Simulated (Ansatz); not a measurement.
`C[O][In]([OH])[SH]` + HCl → `[OH][In]([SH])[Cl]` + CH₃OH  (ligand exchange at the In–O bond)

Gas-phase electronic energies from Ansatz, PBE0-D4/def2-TZVP geometries. CCSD(T)/CBS is the MP2 limit (def2-TZVPP, def2-QZVPP) plus CCSD(T) − MP2 in def2-TZVPP, frozen cores. This one scheme is used for every species. Functionals use def2-TZVPP. def2 core potentials past Kr. For In outer-core shells are correlated without core-valence functions, which leaves a few kJ/mol of doubt a bond. Each species was taken in one conformer, which may not be the lowest.

```json
{"level": "r2SCAN-D4", "ΔE (kJ/mol)": "-98.6"}
{"level": "ωB97X-V", "ΔE (kJ/mol)": "-98.5"}
{"level": "PBE", "ΔE (kJ/mol)": "-96.6"}
{"level": "SCS-MP2/def2-TZVPP", "ΔE (kJ/mol)": "-94.0"}
```

(1) What does CCSD(T)/CBS give? (Estimate.)

Largest T1 diagnostic among the species: 0.016.

## Answers

(1) Computed: -93.9 kJ/mol. The listed levels differ from it by -4.7, -4.6, -2.7, -0.1 kJ/mol.

In def2-TZVPP, CCSD(T) changes the Hartree–Fock value by +25.6 kJ/mol (the triples alone add +3.5 kJ/mol) and MP2 by +24.2 kJ/mol. From PBE to PBE0 (25 % exact exchange), in def2-TZVPP and without D4, ΔE moves by −9.0 kJ/mol.
